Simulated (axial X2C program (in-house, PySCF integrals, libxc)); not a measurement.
What spin–orbit coupling does to NiGe

Computed with an in-house all-electron X2C program for linear molecules (integrals from PySCF). Spin-free means the one-electron spin-free X2C Hamiltonian; two-component (2c) means X2C with spin–orbit coupling and atomic mean-field two-electron Coulomb and Gaunt terms, so the difference of the two also holds small scalar two-electron terms. Basis: Ge dyall-cv3z [9s9p7d4f1g], Ni dyall-cv3z [9s9p6d3f2g] (cores contracted in-house); Gaussian nuclei, density fitting, unrestricted open shells. Masses: Ge 73.921 u, Ni 57.935 u.

Spin-free state: M_S = 0, Λ = 3 (beyond evenly filled blocks: π+β, δ+α, δ+β, δ-α); fragments Ge + Ni.

| level | Re (Å) | ωe (cm⁻¹) | De (eV) | μ (D) |
| --- | --- | --- | --- | --- |
| PBE0 | 2.255 | 275.4 | 1.967 | 1.26 |
| HF | 2.452 | 181.2 | -1.236 | 2.22 |
| M06 | 2.275 | 268.4 | 2.503 | 0.00 |

Dipoles are positive if Ni is the positive end.

Two-component determinant lowest at the distance of the search:

Ω = 3 (⟨Sz⟩ = 0.00, ⟨Lz⟩ = 3.00 at PBE0); fragments Ge + Ni.

```
level  Re (Å)  ωe (cm⁻¹)  μ (D)
 PBE0   2.257      274.6   1.24
   HF   2.455      179.7   2.16
  M06   2.277      267.5  -0.02
```

Q: From the two tables, how do the constants change at the PBE0 level (2c against spin-free)?

A: At the PBE0 level Re increases by 0.002 Å and ωe goes down by 0.8 cm⁻¹.

The state is a single determinant with fixed occupations, the lowest that a limited PBE0 search found. Dissociation energies refer to the lowest single-determinant-based atoms at the same level and basis. De is not given where an atomic determinant may have missed its ground term or J level, or where the truncated virtual space spoils (T). Density functionals use the spin component along the axis (collinear). Other states lie close and PBE0, whose exact exchange favours high spin, may order them wrongly; the determinant shown need not be the ground state. The nearest other spin-free determinant of the search, M_S = 1, Λ = 1, lies 0.013 eV up at the distance of the search. The functionals have no current-density term, which raises determinants with orbital currents, atoms included. With several unpaired electrons one determinant need not be a pure state. A state of lower Ω lies just above, and one determinant can place such states too high, so the state shown need not be the lowest. The search has Ω = 2 only 0.01 eV up. Some points did not converge and are left out. The determinant is spin-polarised beyond a pure state at some levels (its spin-free form has ⟨S²⟩ too high), which makes Re and μ there less reliable.
